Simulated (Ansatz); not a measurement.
Geometry optimisation, RKS B3LYP-D4/def2-SVP in Ansatz.

input.yaml

```yaml
crystal:
  periodic: [false, false, false]
  atoms:
    - { symbol: Ge, position_ang: [-0.196033, -0.106495, -0.110212] }
    - { symbol: F, position_ang: [-0.233737, -0.044743, 1.597878] }
    - { symbol: F, position_ang: [1.441726, -0.061251, -0.614656] }
    - { symbol: Cl, position_ang: [-1.283009, 1.508029, -0.948729] }
    - { symbol: O, position_ang: [-0.853901, -1.657856, -0.57592] }
    - { symbol: H, position_ang: [-1.277184, -2.123397, 0.160108] }
    - { symbol: Br, position_ang: [1.455996, 2.725948, 1.392544] }
    - { symbol: H, position_ang: [0.843342, 1.660267, 2.252187] }
basis:
  gaussian: { orbitals: def2-SVP }
hamiltonian:
  xc: b3lyp
  dispersion: d4
relax:
  f_tol: 0.03
  max_steps: 50
```

Launched with:

```bash
$ ansatz run input.yaml --threads 4 --pin off --max-ram 5120MiB --backend cpu --events-out ev --progress --plain --runs-dir out
```

Task: Where does it end, and by what steps?

Result: The forces met the threshold. The force dipped under the threshold on the way, but the program's further checks kept it going. After 28 steps the energy has fallen by 0.128 eV; Br7 moved furthest, 0.55 Å.

```json
{"step": "0", "energy less start (eV)": "0.0000", "largest force component (eV/Å)": "1.073", "accepted": "yes"}
{"step": "1", "energy less start (eV)": "-0.0897", "largest force component (eV/Å)": "0.332", "accepted": "yes"}
{"step": "2", "energy less start (eV)": "-0.0950", "largest force component (eV/Å)": "0.118", "accepted": "yes"}
{"step": "3", "energy less start (eV)": "-0.0977", "largest force component (eV/Å)": "0.051", "accepted": "yes"}
{"step": "4", "energy less start (eV)": "-0.0988", "largest force component (eV/Å)": "0.398", "accepted": "yes"}
{"step": "5", "energy less start (eV)": "-0.1050", "largest force component (eV/Å)": "0.102", "accepted": "yes"}
{"step": "6", "energy less start (eV)": "-0.1059", "largest force component (eV/Å)": "0.021", "accepted": "yes"}
{"step": "7", "energy less start (eV)": "-0.1064", "largest force component (eV/Å)": "0.038", "accepted": "yes"}
{"step": "8", "energy less start (eV)": "-0.1067", "largest force component (eV/Å)": "0.040", "accepted": "yes"}
{"step": "9", "energy less start (eV)": "-0.1070", "largest force component (eV/Å)": "0.025", "accepted": "yes"}
{"step": "10", "energy less start (eV)": "-0.1072", "largest force component (eV/Å)": "0.069", "accepted": "yes"}
{"step": "11", "energy less start (eV)": "-0.1075", "largest force component (eV/Å)": "0.070", "accepted": "yes"}
{"step": "12", "energy less start (eV)": "-0.0972", "largest force component (eV/Å)": "0.982", "accepted": "no"}
{"step": "13", "energy less start (eV)": "-0.1090", "largest force component (eV/Å)": "0.078", "accepted": "yes"}
{"step": "14", "energy less start (eV)": "-0.1028", "largest force component (eV/Å)": "0.821", "accepted": "no"}
{"step": "15", "energy less start (eV)": "-0.1109", "largest force component (eV/Å)": "0.081", "accepted": "yes"}
{"step": "16", "energy less start (eV)": "-0.1123", "largest force component (eV/Å)": "0.251", "accepted": "yes"}
{"step": "17", "energy less start (eV)": "-0.1164", "largest force component (eV/Å)": "0.105", "accepted": "yes"}
{"step": "18", "energy less start (eV)": "-0.1214", "largest force component (eV/Å)": "0.088", "accepted": "yes"}
{"step": "19", "energy less start (eV)": "-0.1217", "largest force component (eV/Å)": "0.232", "accepted": "yes"}
{"step": "20", "energy less start (eV)": "-0.0841", "largest force component (eV/Å)": "1.493", "accepted": "no"}
{"step": "21", "energy less start (eV)": "-0.1238", "largest force component (eV/Å)": "0.074", "accepted": "yes"}
{"step": "22", "energy less start (eV)": "-0.1267", "largest force component (eV/Å)": "0.033", "accepted": "yes"}
{"step": "23", "energy less start (eV)": "-0.1267", "largest force component (eV/Å)": "0.029", "accepted": "yes"}
{"step": "24", "energy less start (eV)": "-0.0608", "largest force component (eV/Å)": "2.118", "accepted": "no"}
{"step": "25", "energy less start (eV)": "-0.1274", "largest force component (eV/Å)": "0.056", "accepted": "yes"}
{"step": "26", "energy less start (eV)": "-0.1276", "largest force component (eV/Å)": "0.123", "accepted": "yes"}
{"step": "27", "energy less start (eV)": "-0.1280", "largest force component (eV/Å)": "0.044", "accepted": "yes"}
{"step": "28", "energy less start (eV)": "-0.1282", "largest force component (eV/Å)": "0.015", "accepted": "yes"}
```

```xyz
8
Properties=species:S:1:pos:R:3
Ge -0.272 -0.178 -0.138
F -0.050 0.041 1.572
F 1.320 -0.464 -0.726
Cl -1.118 1.557 -0.989
O -1.304 -1.554 -0.423
H -0.944 -2.382 -0.072
Br 1.430 3.074 1.820
H 0.834 1.806 2.110
```

Whether the end is a true minimum wasn't checked by a vibrational analysis.

Run time: 88 s on 4 threads of Arm Neoverse V1, with other jobs on the host, peak memory 0.42 GiB.
